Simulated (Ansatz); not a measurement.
Job for Ansatz (a quantum-chemistry and plane-wave program): U-CCSD(T)/cc-pVTZ on GaH, a point of a bond scan (R = 4.560 Å). The run froze 14 orbitals, filled d shells among them.

Ansatz 0.2 input:
```yaml
crystal:
  periodic: [false, false, false]
  atoms:
    - {symbol: Ga, position_ang: [-0.00000000, -0.00000000, -0.05278299]}
    - {symbol: H, position_ang: [0.00000000, 0.00000000, 4.50766756]}
basis:
  gaussian:
    orbitals: cc-pVTZ
correlation: {method: ccsd_t, electrons: outside_noble_gas}
scf: {omitted_lower_state_checks: [cluster_reference]}
magnetization: {spin_polarized: true, initial_magnetization: 0}
```

Output:

```
WARN ansatz: RAYON_NUM_THREADS=2 ignored (pool sized by the plan → 2); use --threads N
Functional definition: HF
these checks for a lower state are left out or cut short: cluster_reference
integrals: 0.03 GiB planned
352 factors; integrals over basis functions are off by at most 4.6e-4 eV
mean field: 0.10 GiB planned
mean field evaluation 1: about -52344.4020 eV, gradient 7.4e0 eV
mean field evaluation 2: about -52344.4021 eV, gradient 7.3e0 eV
mean field evaluation 4: about -52345.8049 eV, gradient 1.6e0 eV
mean field evaluation 8: about -52345.8670 eV, gradient 8.4e-2 eV
mean field evaluation 16: about -52346.2331 eV, gradient 2.3e0 eV
mean field evaluation 32: about -52348.2307 eV, gradient 4.4e-8 eV
mean field evaluation 64: about -52348.2307 eV, gradient 2.5e-6 eV
mean field evaluation 96: about -52348.2290 eV, gradient 5.2e-2 eV
mean field evaluation 128: about -52348.2223 eV, gradient 1.0e-6 eV
mean field -52348.23069641 eV, -1923.7619951879 hartree, gradient 7.1e-11 eV, S^2 1.003882; 11 other end points of the search recorded, 0 dependent functions left out
14 core orbitals not correlated
reference -52348.23069641 eV, -1923.7619951879 hartree; 2, 2 occupied and 41, 41 virtual orbitals, 352 factors
second order -0.91406274 eV of doubles, -0.00000000 eV of singles
coupled cluster: 0.09 GiB planned
cycle   1  -1.14001652 eV  change   -2.3e-1 eV  update   5.4e-2
cycle   2  -1.26747198 eV  change   -1.3e-1 eV  update   2.3e-2
cycle   3  -1.27387598 eV  change   -6.4e-3 eV  update   5.4e-3
cycle   4  -1.27579627 eV  change   -1.9e-3 eV  update   2.2e-3
cycle   5  -1.27592496 eV  change   -1.3e-4 eV  update   1.6e-3
cycle   6  -1.27567714 eV  change    2.5e-4 eV  update   1.2e-3
cycle   7  -1.27613527 eV  change   -4.6e-4 eV  update   8.5e-4
cycle   8  -1.27602704 eV  change    1.1e-4 eV  update   7.8e-4
cycle   9  -1.27611722 eV  change   -9.0e-5 eV  update   6.8e-4
cycle  10  -1.27666894 eV  change   -5.5e-4 eV  update   4.5e-4
cycle  11  -1.27687105 eV  change   -2.0e-4 eV  update   2.9e-4
cycle  12  -1.27679206 eV  change    7.9e-5 eV  update   1.8e-4
cycle  13  -1.27676422 eV  change    2.8e-5 eV  update   6.5e-5
cycle  14  -1.27679869 eV  change   -3.4e-5 eV  update   3.0e-5
cycle  15  -1.27680446 eV  change   -5.8e-6 eV  update   1.2e-5
cycle  16  -1.27680401 eV  change    4.5e-7 eV  update   6.7e-6
cycle  17  -1.27680109 eV  change    2.9e-6 eV  update   2.7e-6
coupled cluster: 0.09 GiB planned
perturbative correction -0.02426286 eV, -0.0008916438 hartree
Total energy: -52349.53176036 eV, -1923.8098084062 hartree
Checks for a lower state left out: cluster_reference
```

The run converged. Its determinant has ⟨S²⟩ = 1.00, a mixture of spin states.

Cost: around 2.1 core-seconds (rough).
